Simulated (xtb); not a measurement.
H2Si2 (SMILES [Si]=[SiH2]), singlet, at a GFN2-xTB geometry; GFN1-xTB in xtb.

Input for xtb:
```
$ xtb mol.xyz --gfn 1 --etemp 10000 --json

# file mol.xyz
4

Si    -0.92407983     0.23504307     0.07848500
Si     1.18532325    -0.25526291    -0.12904727
H     -2.08110937     1.11348724    -0.18178411
H     -1.57629850    -0.83040946     0.88965591
```

Output, abridged:

```
   ID    Z sym.   atoms
    1   14 Si     1, 2
    2    1 H      3, 4

           -------------------------------------------------
          |                Calculation Setup                |
           -------------------------------------------------

           -------------------------------------------------
          |                 G F N 1 - x T B                 |
           -------------------------------------------------

          ...................................................
          :                      SETUP                      :
          :.................................................:
          :  # basis functions                  24          :
          :  # atomic orbitals                  22          :
          :  # shells                           10          :
          :  # electrons                        10          :
          :  # halogen bonds                     0          :
          :  max. iterations                   250          :
          :  Hamiltonian                  GFN1-xTB          :
          :  restarted?                      false          :
          :  GBSA solvation                  false          :
          :  PC potential                    false          :
          :  electronic temp.        10000.0000000     K    :
          :  accuracy                    1.0000000          :
          :  -> integral cutoff          0.2500000E+02      :
          :  -> integral neglect         0.1000000E-07      :
          :  -> SCF convergence          0.1000000E-05 Eh   :
          :  -> wf. convergence          0.2000000E-04 e    :
          :  Broyden damping             0.4000000          :
          :  net charge                          0          :
          :  unpaired electrons                  0          :
          ...................................................

 iter      E             dE          RMSdq      gap      omega  full diag
   1     -4.7215105 -0.472151E+01  0.466E+00    0.56       0.0  T
   2     -4.7236848 -0.217425E-02  0.275E+00    0.53       1.0  T
   3     -4.7238000 -0.115191E-03  0.280E-01    0.52       1.0  T
   4     -4.7239090 -0.108982E-03  0.352E-02    0.52       1.4  T
   5     -4.7239113 -0.236045E-05  0.132E-02    0.52       3.8  T
   6     -4.7239118 -0.528396E-06  0.176E-03    0.52      28.4  T
   7     -4.7239118 -0.313818E-08  0.148E-04    0.52     337.5  T
   8     -4.7239118 -0.225420E-10  0.287E-05    0.52    1742.9  T

   *** convergence criteria satisfied after 8 iterations ***

         :::::::::::::::::::::::::::::::::::::::::::::::::::::
         ::                     SUMMARY                     ::
         :::::::::::::::::::::::::::::::::::::::::::::::::::::
         :: total energy              -4.684186064811 Eh    ::
         :: gradient norm              0.041360677554 Eh/a0 ::
         :: HOMO-LUMO gap              0.524015397502 eV    ::
         ::.................................................::
         :: SCC energy                -4.723911844067 Eh    ::
         :: -> electrostatic           0.001293738577 Eh    ::
         :: repulsion energy           0.040841925561 Eh    ::
         :: dispersion energy         -0.001116146304 Eh    ::
         :: halogen bond corr.         0.000000000000 Eh    ::
         :: add. restraining           0.000000000000 Eh    ::
         :: total charge              -0.000000000380 e     ::
         :::::::::::::::::::::::::::::::::::::::::::::::::::::

           -------------------------------------------------
          |                Property Printout                |
           -------------------------------------------------

    * Orbital Energies and Occupations

         #    Occupation            Energy/Eh            Energy/eV
      -------------------------------------------------------------
         1        1.9998           -0.6198240             -16.8663
         2        1.9978           -0.5411595             -14.7257
         3        1.9728           -0.4616847             -12.5631
         4        1.7287           -0.3846668             -10.4673
         5        1.1222           -0.3337996              -9.0831 (HOMO)
         6        0.8208           -0.3145424              -8.5591 (LUMO)
         7        0.2487           -0.2642019              -7.1893
         8        0.0729           -0.2223059              -6.0493
         9        0.0213           -0.1824566              -4.9649
        10        0.0063           -0.1438252              -3.9137
        11        0.0049           -0.1356931              -3.6924
        12        0.0016           -0.1005867              -2.7371
        13        0.0010           -0.0852662              -2.3202
        14        0.0006           -0.0679714              -1.8496
        15        0.0004           -0.0549498              -1.4953
        16        0.0002           -0.0374637              -1.0194
       ...           ...                  ...                  ...
        22                          2.5855565              70.3566
      -------------------------------------------------------------
                  HL-Gap            0.0192572 Eh            0.5240 eV
             Fermi-level           -0.3260187 Eh           -8.8714 eV

  Mulliken/CM5 charges         n(s)   n(p)   n(d)
     1Si    0.07933 -0.08067   1.375  2.001  0.545
     2Si    0.03280  0.03043   1.743  2.002  0.222
     3H    -0.05144  0.03040   1.051  0.000  0.000
     4H    -0.06069  0.01984   1.061  0.000  0.000

Wiberg/Mayer (AO) data.
largest (>0.10) Wiberg bond orders for each atom

 ---------------------------------------------------------------------------
     #   Z sym  total        # sym  WBO       # sym  WBO       # sym  WBO
 ---------------------------------------------------------------------------
     1  14 Si   3.113 --     2 Si   1.374     3 H    0.875     4 H    0.864
     2  14 Si   1.471 --     1 Si   1.374
     3   1 H    0.934 --     1 Si   0.875
     4   1 H    0.928 --     1 Si   0.864
 ---------------------------------------------------------------------------

Topologies differ in total number of bonds
Writing topology from bond orders to xtbtopo.mol

 dipole moment from electron density (au)
     X       Y       Z
   0.3288   0.0653  -0.1194  total (Debye):    0.904

           -------------------------------------------------
          | TOTAL ENERGY               -4.684186064811 Eh   |
          | GRADIENT NORM               0.041360677554 Eh/α |
          | HOMO-LUMO GAP               0.524015397502 eV   |
           -------------------------------------------------

normal termination of xtb
```
